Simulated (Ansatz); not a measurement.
C7H4F6OSe, SMILES `OC(c1ccc[se]1)(C(F)(F)F)C(F)(F)F`, charge 0, multiplicity 1.

(1) Give a relaxed structure at PBE0-D4/def2-TZVP (the Gaussian-basis code of Ansatz). (An estimate is asked.)

Results:

(1) Ansatz gave: 
Z-matrix (Å, degrees):
```
C
O 1 1.395
C 1 1.551 2 107.5
C 1 1.552 2 104.4 3 118.4
C 1 1.506 2 111.7 3 -122.7
H 2 0.963 1 107.9 3 70.8
F 3 1.339 1 108.4 2 -62.1
F 3 1.325 1 112.2 2 56.5
F 3 1.334 1 112.8 2 178.6
F 4 1.329 1 109.8 2 64.2
F 4 1.334 1 110.8 2 -176.4
F 4 1.328 1 112.1 2 -55.6
Se 5 1.864 1 125.9 2 162.5
C 5 1.362 1 123.3 2 -20.6
C 13 1.845 5 87.5 1 177.7
C 14 1.418 5 115.4 1 -178.0
H 14 1.083 5 121.8 1 0.4
H 15 1.080 13 120.4 5 179.5
H 16 1.083 14 122.7 5 -179.6
```
This is one stationary point; other conformers may exist.
